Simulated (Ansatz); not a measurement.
Results of the Gaussian-basis code of Ansatz.

A structure relaxed at PBE0-D4/def2-TZVP, charge 0, multiplicity 1:

Cartesian coordinates in Å:
```
C -0.718 1.101 -0.665
N -0.638 -0.224 -0.097
C 0.516 -1.024 -0.503
Ge 0.428 -0.642 1.379
H 0.238 1.652 -0.659
H -1.050 1.035 -1.709
H -1.453 1.693 -0.116
H 1.306 -0.510 -1.056
H 0.293 -2.017 -0.887
H -0.237 -1.549 2.406
H 1.315 0.485 1.906
```

(1) Give its formula and SMILES.

(2) Summarise the bond lengths by kind.

Results:

(1) C2H7GeN, `C[N]1[CH2][GeH2]1`.

(2) 2 × C–N 1.444 to 1.462 Å; 5 × C–H 1.087 to 1.103 Å; 1 × Ge–N 1.868 Å; 1 × C–Ge 1.923 Å; 2 × Ge–H 1.523 to 1.527 Å.
